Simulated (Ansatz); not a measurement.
Reaction (redistribution): `O[Si]1(Cl)CO1` + `C[Si](C)([SiH3])Cl` → `C[Si]1(Cl)CO1` + `C[Si](O)([SiH3])Cl`

Computed with Ansatz on PBE0-D4/def2-TZVP structures; ΔE is electronic, products minus reactants. CBS: MP2 limit from def2 TZ/QZ plus the TZ coupled-cluster correction, frozen cores. Functionals use def2-TZVPP. One conformer a species, not always the lowest.

```tsv
species	PBE energy (Eh)
`O[Si]1(Cl)CO1`	-939.70659
`C[Si](C)([SiH3])Cl`	-1120.33853
`C[Si]1(Cl)CO1`	-903.75673
`C[Si](O)([SiH3])Cl`	-1156.29144
```

(1) Work out ΔE.

Largest T1 diagnostic among the species: 0.012.

Answers

(1) ΔE = (-903.75673) + (-1156.29144) − (-939.70659) − (-1120.33853) = -0.00305 Eh = -0.08 eV. CCSD(T)/CBS gives -0.04 eV.
